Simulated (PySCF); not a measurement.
Compound: CH7NSn.
Bonds: N1–C2, C2–Sn3. Hydrogens: H4, H5 on N1; H6, H7 on C2; H8, H9, H10 on Sn3.

Computed, not measured: PBE0-D3(BJ)/def2-SVP geometry optimisation, gas phase, def2 core potentials past Kr (PySCF).

(1) Give the optimised bond lengths and angles.

## Answers

(1) 
```tsv
bond	length (bohr)	order
N1–C2	2.732	single
C2–Sn3	4.145	single
N1–H4, N1–H5	1.923	single
C2–H6, C2–H7	2.080	single
Sn3–H8, Sn3–H9, Sn3–H10	3.253	single
```

Bonds in one row agree within 0.02 bohr and their mean is given. Orders are formal, as drawn. A selection of angles:
```tsv
angle	degrees
C2–N1–H4	111.7
H4–N1–H5	106.8
N1–C2–Sn3	115.5
N1–C2–H6	109.8
Sn3–C2–H6	107.8
H6–C2–H7	106.0
C2–Sn3–H8	108.2
C2–Sn3–H10	115.2
H8–Sn3–H9	107.3
H8–Sn3–H10	109.0
```

Sn3 (tin bonded to C and 3 H) is distorted tetrahedral (angles from 107.3° to 115.2°). N1 (primary amine nitrogen) is pyramidal (angles 111.7°, 111.6° and 106.8°, sum 330.1°, 0.37 Å off the plane of its three neighbours).

PBE0-D3(BJ)/def2-SVP frequencies: not computed here. The numbers are those of one conformer (H–N1–C2–Sn3 59° and -60°).
